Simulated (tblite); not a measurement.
Input of a run (GFN2-xTB geometry optimisation, gas phase (tblite 0.8.0)), started from a force field or distance geometry:
```
{"job": {"kind": "relax", "xc": "GFN2-xTB", "basis": "xTB"}, "charge": 0, "multiplicity": 1}
C     -2.318800     0.482500     0.970300
C     -1.588000     0.228000    -0.327000
C     -0.119000     0.010600    -0.090400
C      0.424400    -1.218900     0.135800
N      1.713900    -1.460200     0.356100
C      2.715900    -0.604200     0.368600
C      2.616500     0.763000     0.173400
P      1.001800     1.365500    -0.115900
H     -1.821100     1.319600     1.537200
H     -3.351300     0.851000     0.704900
H     -2.452200    -0.404700     1.600500
H     -1.997200    -0.716500    -0.742600
H     -1.788600     1.075000    -0.994600
H     -0.235900    -2.106300     0.168100
H      3.726800    -0.988900     0.561100
H      3.465300     1.413300     0.218100
```

Output (eV, eV/Å):
```
step      E/eV     max force
  0    -607.26166    1.867
  1    -607.42618    1.206
  2    -607.53252    0.845
  3    -607.59871    0.740
  4    -607.63264    0.472
  5    -607.64828    0.242
  6    -607.65792    0.272
  7    -607.66437    0.237
  8    -607.67004    0.194
  9    -607.67407    0.173
 10    -607.67665    0.120
 11    -607.67863    0.124
 12    -607.68046    0.114
 13    -607.68191    0.089
 14    -607.68283    0.071
 15    -607.68347    0.066
 16    -607.68419    0.077
 17    -607.68526    0.103
 18    -607.68672    0.126
 19    -607.68826    0.109
 20    -607.68946    0.068
 21    -607.69033    0.080
 22    -607.69106    0.090
 23    -607.69175    0.080
 24    -607.69247    0.065
 25    -607.69315    0.067
 26    -607.69372    0.072
 27    -607.69423    0.067
 28    -607.69481    0.064
 29    -607.69559    0.093
 30    -607.69652    0.097
 31    -607.69742    0.073
 32    -607.69814    0.063
 33    -607.69869    0.049
 34    -607.69915    0.055
 35    -607.69947    0.040
 36    -607.69963    0.025
 37    -607.69973    0.026
 38    -607.69986    0.031
 39    -607.70003    0.034
 40    -607.70019    0.030
 41    -607.70032    0.030
 42    -607.70045    0.029
 43    -607.70060    0.032
 44    -607.70078    0.032
 45    -607.70094    0.036
 46    -607.70105    0.028
 47    -607.70113    0.022
 48    -607.70120    0.020
 49    -607.70125    0.016
 50    -607.70128    0.012
 51    -607.70130    0.010
```

Q: Summarise the run.

A: The energy falls by 10.1 kcal/mol over 51 L-BFGS steps, the largest force on an atom goes from 1.87 to 0.010 eV/Å, and the atoms move by 0.146 Å rms after alignment. The bond that changes most is C1–H10 (methyl carbon to methyl hydrogen), which shortens by 0.041 Å. Bonds longer at the end by more than 0.005 Å: 3 of 16; shorter: 9. Among the angles that change most is C3–P8–C7, from 108.7° to 99.0°. Among the dihedrals that turn most is H11–C1–C2–H12, from 43° to 60°. The energy never rose by more than 1e-5 eV on the way. The first step brought 37 % of the lowering.

Q: What are the final bond lengths?

A: C1–C2 1.529 Å, C2–C3 1.504 Å, C3–C4 1.384 Å, C4–N5 1.321 Å, N5–C6 1.320 Å, C6–C7 1.381 Å, C7–P8 1.733 Å, C3–P8 1.747 Å, C1–H9 1.089 Å, C1–H10 1.087 Å, C1–H11 1.088 Å, C2–H12 1.093 Å, C2–H13 1.093 Å, C4–H14 1.087 Å, C6–H15 1.085 Å, C7–H16 1.082 Å. Numbering counts from 1 in the input's order; the species is `CCc1cnccp1`.

Its GFN2-xTB frequencies are all real (lowest 39 cm⁻¹). The numbers are those of one conformer. 3 starts were optimised and ended at 0.00, 0.03 and 0.04 kcal/mol (GFN2-xTB); the lowest of these is shown.

All values are computed, not measured.
